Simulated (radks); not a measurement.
Question: The table gives one normalised radial function P(r) = r R(r) (large component) of Mg7+ in [He] 2s2 2p1 (r in bohr). Method: Dirac Kohn-Sham, PBEsol, spin-unpolarised, spherical densities, finite nucleus; open shells fill j = l - 1/2 first; Fermi nuclear charge, rms radius 3.057 fm; computed with a radial shooting solver on a logarithmic mesh with Libxc functionals.

r	P
0.006176	0.4657
0.007543	0.5591
0.00914	0.6641
0.01116	0.7911
0.01353	0.9311
0.01652	1.0963
0.02002	1.2730
0.02445	1.4735
0.02963	1.6773
0.03618	1.8934
0.04384	2.0931
0.05355	2.2772
0.06489	2.4120
0.07925	2.4864
0.09603	2.4741
0.1173	2.3577
0.1421	2.1418
0.1736	1.8201
0.2103	1.4479
0.2569	1.0414
0.3113	0.6834
0.3802	0.3863
0.4606	0.1916
0.5626	0.0760
0.6817	0.0249
0.8327	0.0059
1.009	0.0011
1.232	0.0001
1.493	0.0000
1.824	0.0000

Which n and l does it have? It may be an empty orbital.

Answer: n = 1, l = 0: the number of nodes gives n - l - 1 = 0, the rise at small r points to l (this Dirac orbital starts outside the nucleus as r^gamma with gamma = sqrt((l + 1)^2 - (Z/c)^2) = 1.00; the j = 1/2 orbital of l + 1 starts with the same power, but with a smaller coefficient, and then steepens), and the extent must fit the shell. The curve is that of 1s1/2. 1s1/2: eigenvalue -1509.3 eV, 0 radial nodes, <r> = 0.130 bohr, 90 % of the charge inside 0.232 bohr.
